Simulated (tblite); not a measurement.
C8H8F6.
Geometry (GFN2-xTB, Å), atoms numbered from 1 in this order:
```
atom  x, y, z in Å
C1    -2.5068   -1.0440   -0.0629
C2    -1.2208   -0.7737   -0.1853
C3    -0.2767   -1.3785   -1.1927
C4     1.0637   -0.6708   -0.9790
C5     1.0029   -0.2259    0.4874
C6     2.0821    0.7857    0.8389
F7     2.1412    1.8338    0.0155
F8     3.2930    0.2000    0.7849
F9     1.9514    1.2579    2.0865
C10   -0.4600    0.1988    0.6990
C11   -0.8014    1.6267    0.2654
F12   -2.1190    1.8506    0.4018
F13   -0.1951    2.5606    1.0066
F14   -0.5077    1.8851   -1.0132
H15   -3.1206   -0.5839    0.6912
H16   -2.9944   -1.7348   -0.7282
H17   -0.1847   -2.4501   -1.0036
H18   -0.6473   -1.2500   -2.2087
H19    1.9183   -1.3183   -1.1662
H20    1.1447    0.2018   -1.6278
H21    1.1877   -1.0872    1.1405
H22   -0.7608    0.1355    1.7488
```

Calculated harmonic vibrations of the isolated species, GFN2-xTB (tblite), most abundant isotopes, no scaling. The method is semi-empirical: single wavenumbers can be off by several per cent or more. One conformer, not necessarily the lowest.

Harmonic wavenumbers (cm⁻¹): 53.9, 57.3, 78.0, 112.7, 127.1, 150.1, 183.2, 238.3, 269.1, 294.9, 321.2, 361.4, 413.1, 450.8, 455.9, 480.6, 501.5, 523.8, 574.8, 586.1, 630.7, 689.2, 704.8, 805.4, 855.1, 863.9, 902.0, 917.3, 949.9, 977.1, 1022.1, 1043.3, 1054.7, 1064.4, 1066.1, 1083.1, 1105.4, 1153.8, 1175.3, 1182.7, 1199.6, 1218.7, 1231.4, 1270.9, 1281.1, 1286.9, 1305.0, 1333.3, 1405.0, 1457.2, 1492.0, 1734.9, 2941.1, 2968.4, 2972.7, 3011.1, 3016.4, 3028.9, 3119.7, 3147.9.

A = 1024, B = 630.6, C = 485.0 MHz; mass 218.053 u (most abundant isotopes); point group C1, symmetry number 1.

**Question.** Zero-point energy?

**Answer.** Half the sum of the wavenumbers: 32951 cm⁻¹ = 94.21 kcal/mol.

**Question.** Entropy at 400 K, 1 bar (ideal gas, RRHO, classical rotation)?

**Answer.** Translation 43.53, rotation 32.18, vibration 54.47: S = 130.2 cal/(mol K).

**Question.** And Cp and H(400 K) − H(0)?

**Answer.** Cp = 63.80 cal/(mol K), of which vibrations give 55.86 (their classical limit is 60 R = 119.2); H(400 K) − H(0) = 14.59 kcal/mol without the zero-point energy, 11.41 from vibrations.

**Question.** What must be added to the electronic energy to get the Gibbs energy at 400 K and 1 bar?

**Answer.** ZPE + [H(400 K) − H(0)] − T·S = 94.21 + 14.59 − 52.07 = 56.73 kcal/mol.

**Question.** Which modes carry the vibrational entropy at 400 K?

**Answer.** 53.9 cm⁻¹: 5.25; 57.3 cm⁻¹: 5.13; 78.0 cm⁻¹: 4.52; 112.7 cm⁻¹: 3.80; 127.1 cm⁻¹: 3.56; 150.1 cm⁻¹: 3.24 cal/(mol K); the other 54 give 28.98 together.

**Question.** Blend soft modes into free rotors: weight 1/[1 + (100 cm⁻¹/ν̃)⁴] for the oscillator and the rest for a rotor with moment μB/(μ + B), μ = h/(8π²ν), B = 10⁻⁴⁴ kg m². What vibrational entropy results?

**Answer.** 50.41 cal/(mol K) in place of 54.47, which changes −T·S at 400 K by +1.62 kcal/mol.

**Question.** How do the functions run with temperature in this model?

**Answer.** 
```csv
T (K),S (cal/(mol K)),Cp (cal/(mol K)),H − H(0) (kcal/mol),G − H(0) (kcal/mol),ln q(vib)
50,63.3,15.1,0.54,-2.63,0.65
100,76.1,22.6,1.49,-6.13,2.27
298.15,113.4,50.6,8.75,-25.07,9.38
373.15,125.9,60.5,12.92,-34.04,12.09
500,145.6,74.4,21.52,-51.28,16.62
750,179.4,91.9,42.52,-92.04,25.14
1000,207.4,102.2,66.89,-140.49,32.93
```

q(vib) and H(0) count from the zero-point level.

Hindered rotation and anharmonicity are outside this model. Other conformers, if any are populated, would add a mixing term that is left out. The structure is chiral; the term R ln 2 for an equal mix with its mirror image is left out.

Hardware: an AMD EPYC 9R45 with 2 threads (shared host). Cost: 0.68 s wall, 1.4 s CPU. The figure is for the frequency step alone.
